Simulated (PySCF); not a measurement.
Run record: geometry optimisation, [Mo(NMe)(SH)4]- (`C[N]=[Mo-]([SH])([SH])([SH])[SH]`) [radical].

Method: PBE0-D3(BJ)/def2-SVP geometry optimisation, gas phase, def2 core potentials past Kr (PySCF 2.14.0). Start geometry: GFN2-xTB. The input is one job of a driver script: a line of settings, then coordinates in Å.

Input:
```
{"job": {"xc": "PBE0", "basis": "def2-SVP", "d3": "d3bj", "grid": 1, "maxiter": 40, "kind": "geom"}, "charge": -1, "multiplicity": 2}
Mo    -0.005750    -0.000520    -0.759050
N     -0.067550    -0.000090     0.972750
C     -0.062310     0.018500     2.369420
H     -0.964140    -0.463020     2.774010
H      0.817020    -0.518440     2.756010
H     -0.025310     1.052540     2.743100
S      2.369510    -0.453840    -1.181370
H      2.865730     0.668110    -0.677760
S      0.470300     2.303140    -1.409500
H     -0.762600     2.794190    -1.437880
S     -2.266500     0.453310    -1.589620
H     -2.764840    -0.775560    -1.634170
S     -0.394420    -2.264410    -1.580850
H      0.790840    -2.813910    -1.345080
```

Task: Give the output.

Result: 
```
step   0  E = -1757.02835219  max force = 0.036811
step   1  E = -1757.03115015  max force = 0.020310
step   2  E = -1757.03167241  max force = 0.002859
step   3  E = -1757.03182312  max force = 0.002345
step   4  E = -1757.03206248  max force = 0.002348
step   5  E = -1757.03220493  max force = 0.001112
step   6  E = -1757.03225087  max force = 0.000723
step   7  E = -1757.03219496  max force = 0.001739
step   8  E = -1757.03222904  max force = 0.001089
step   9  E = -1757.03226392  max force = 0.000447
step  10  E = -1757.03226854  max force = 0.000261
optimisation converged
```

Energies in Eh; «max force» is the largest Cartesian gradient component in Eh/bohr.

Task: How much energy does the optimisation release, in kcal/mol?

Result: E(step 0) − E(last step) = 0.003916 Eh, which is 2.5 kcal/mol.

Task: Give the first gradient maximum in eV/Å.

Result: With 1 Eh/bohr = 51.422 eV/Å, 1.893 eV/Å.

Main results: final energy -1757.03227 Eh after 10 steps.

Task: Where do the atoms end?

Result: 0.166 Å rms from the input after alignment:
```
atom  x, y, z in Å
Mo1    0.0191   -0.0127   -0.7715
N2    -0.0165   -0.0025    0.9283
C3    -0.0557    0.0268    2.3297
H4    -1.0133   -0.3745    2.7109
H5     0.7618   -0.5789    2.7639
H6     0.0526    1.0606    2.7081
S7     2.2599   -0.6862   -1.4276
H8     2.9143    0.4573   -1.1165
S9     0.7055    2.2125   -1.4623
H10   -0.4481    2.8712   -1.2014
S11   -2.1900    0.6563   -1.5318
H12   -2.8545   -0.4915   -1.2605
S13   -0.6379   -2.2402   -1.4917
H14    0.5027   -2.8981   -1.1776
```

Task: Estimate the wall time. Hardware: one thread of an x86-64 server, no GPU, shared host.

Result: About 6.9 min.
Labels such as C1 count atoms from 1, the log's own numbers from 0.

Caution for open-shell metal species: one SCF solution and one stationary point were followed, and a lower state or a bent or distorted shape isn't ruled out.
